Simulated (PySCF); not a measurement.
Compound: 3-methoxypyridine, C6H7NO.
Structure used (GFN2-xTB), in Å, numbered top down from 1:
```
atom  x, y, z in Å
C1     2.565   -0.207   -0.148
O2     1.527    0.745   -0.124
C3     0.246    0.302   -0.029
C4    -0.755    1.276   -0.004
C5    -2.074    0.880    0.092
C6    -2.354   -0.479    0.157
N7    -1.414   -1.404    0.135
C8    -0.149   -1.033    0.047
H9     2.584   -0.804    0.769
H10    3.487    0.367   -0.225
H11    2.479   -0.872   -1.013
H12   -0.474    2.316   -0.060
H13   -2.868    1.610    0.115
H14   -3.369   -0.844    0.230
H15    0.564   -1.846    0.036
```

A PySCF run (density fitting, gas phase, GFN2-xTB geometry) gave HOMO -5.55 eV, LUMO -1.43 eV, dipole 1.91 D and E = -362.643 Eh.

Question: Which of these levels was it?
A. BLYP/pcSseg-1
B. HSE06/aug-cc-pVDZ
C. CAM-B3LYP/pcSseg-1

Answer: A. It is BLYP/pcSseg-1. All candidates on this geometry:

```tsv
level and settings	kind	basis functions	SCF cycles	E (Eh)	HOMO (eV)	LUMO (eV)	dipole (D)
BLYP/pcSseg-1, start guess atom, fitting basis def2-universal-jkfit	GGA	171	13	-362.6431	-5.55	-1.43	1.91
HSE06/aug-cc-pVDZ	screened hybrid, exact exchange at short range	247	14	-362.4617	-6.41	-1.15	1.84
CAM-B3LYP/pcSseg-1	range-separated hybrid	171	13	-362.5870	-8.04	0.42	1.78
```

The nearest other candidate, by the summed differences of HOMO and LUMO, is HSE06/aug-cc-pVDZ: its HOMO differs by -0.86 eV and its LUMO by +0.28 eV. Cycle counts include a coarse-grid stage where the run had one.
